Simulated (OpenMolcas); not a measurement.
**Ho2+: moving or changing the point charges**

Ho2+ among 12 point charges of -1 e arranged as a cuboctahedron (Oh), 2.76 Å from the ion.

```json
{
  "Program": "OpenMolcas 26.06",
  "Method": "CASSCF",
  "Basis": "ANO-RCC-VDZP [7s6p4d2f1g]",
  "Scalar Hamiltonian": "DKH2, point nucleus",
  "Active space": "11 electrons in 7 orbitals (4f)",
  "State averaging": "2S+1 = 4 odd, 35 roots; 2S+1 = 2 odd, 73 roots kept (CI in the orbitals of an earlier block)",
  "Spin-orbit coupling": "state interaction with AMFI integrals over the reference wave functions"
}
```

Runs around this geometry, states (labels of O, the rotations of Oh). Energies in cm-1 above the lowest state or level, χT in cm3 K/mol.

| R (Å) | Ground state | First state of that spin | First gap with spin-orbit (degeneracies) | Width of lowest J | χT at 300 K |
| --- | --- | --- | --- | --- | --- |
| 2.76 | 4A2 | 4T2 32.7 | 22.4 (4, 2) | 80 | 11.439 |
| 3.08 | 4A2 | 4T2 15.5 | 9.8 (4, 2) | 40 | 11.447 |
| 3.27 | 4A2 | 4T2 10.2 | 6.1 (4, 2) | 27 | 11.448 |

Taking the width of the lowest J multiplet as R^-n, n = -ln(27 / 80) / ln(3.27 / 2.76) = 6.4 between the shortest and longest distance.

High states are left out of the spin-orbit mixing, which shifts the levels that they would mix with. This is an electrostatic model: the charges have no orbitals. No measured value stands beside these numbers.
